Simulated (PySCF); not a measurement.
AgCl, SMILES [Ag][Cl], multiplicity 1.

The structure is a stationary point at B3LYP-D3(BJ)/def2-TZVPD. The multiplicity is an assumed one; other spin states were not compared. The def2 effective core potentials stand for the cores of Ag; spin–orbit coupling is left out.

Calculation: B3LYP-D3(BJ)/def2-TZVPD run with PySCF.

Frequencies are harmonic and unscaled.

| mode | ν (cm⁻¹) | IR (km/mol) | moving atoms (share of kinetic energy) |
|---|---|---|---|
| 1 | 320 | 17.5 | Cl 75 %, Ag 25 % |
